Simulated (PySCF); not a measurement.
```xyz
3
charge 0 multiplicity 1, angstrom
Be    0.0000    0.0000   -1.4564
Se    1.2816    0.0000    0.0814
Se   -1.2816    0.0000    0.0814
```

All numbers come from PBE0/[Be def2-SVP, Se def2-SVP], no relativity, density fitting, PySCF.

This geometry of BeSe₂ is a stationary point at this level.

(1) What is the point group?

(2) Is it a minimum?

(3) Which band is strongest in the infrared?

(4) Give the atomic charges and bond orders.

(5) Give the ideal-gas entropy at 298.15 K and 1 bar by parts.

## Answers

(1) C2v.

(2) Yes: all harmonic wavenumbers are real.

(3) 745 cm⁻¹ (a1), 55 km/mol.

(4) 
```json
{"atom": "Be1", "Mulliken": "0.34", "Löwdin": "-0.01", "polar tensor": "0.63", "Mayer order to Be1": "–"}
{"atom": "Se2,3", "Mulliken": "-0.17", "Löwdin": "0.01", "polar tensor": "-0.31", "Mayer order to Be1": "1.21"}
```
Other Mayer orders above 0.3: Se–Se 0.90.

(5) translation 172.8, rotation 101.9, vibration 11.6, spin 0.0; total 286.3 J/(mol K).

Only a few start shapes were tried, so a lower isomer may exist.
